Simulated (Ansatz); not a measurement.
Reaction (formal exchange of groups at a Ge–F bond): `[CH3][GeH]([F])[SH]` + SiH₄ → `[CH3][GeH]([SiH3])[SH]` + H–F

Calculated with Ansatz (gas phase, PBE0-D4/def2-TZVP geometries, no zero-point term in ΔE). CCSD(T)/CBS is the MP2 limit (def2-TZVPP, def2-QZVPP) plus CCSD(T) − MP2 in def2-TZVPP, frozen cores. This one scheme is used for every species. Functionals use def2-TZVPP. B3LYP here is the variant with VWN-RPA as its local correlation; programs differ in this. For Ge outer-core shells are correlated without core-valence functions, which leaves a few kJ/mol of doubt a bond. Scalar relativity is left out up to krypton. One conformer a species, not always the lowest.

CCSD(T)/CBS gives +51.3 kJ/mol.

Problem. Another level gave +69.9 kJ/mol. Which?
A. MP2/def2-TZVPP
B. SCS-MP2/def2-TZVPP
C. PBE0-D4/def2-TZVPP
D. B3LYP/def2-TZVPP

Solution. D. B3LYP 69.9, MP2/def2-TZVPP 55.1, SCS-MP2/def2-TZVPP 65.0, PBE0-D4 44.8 kJ/mol.

Largest T1 diagnostic among the species: 0.011.

In def2-TZVPP, CCSD(T) changes the Hartree–Fock value by −31.3 kJ/mol (the triples alone add −2.8 kJ/mol) and MP2 by −32.3 kJ/mol. The D4 term adds −10.3 kJ/mol with B3LYP and −5.9 kJ/mol with PBE0; it sums over pairs of atoms, weighted by their polarisabilities, and B3LYP, whose exchange is more repulsive, gets the larger term.
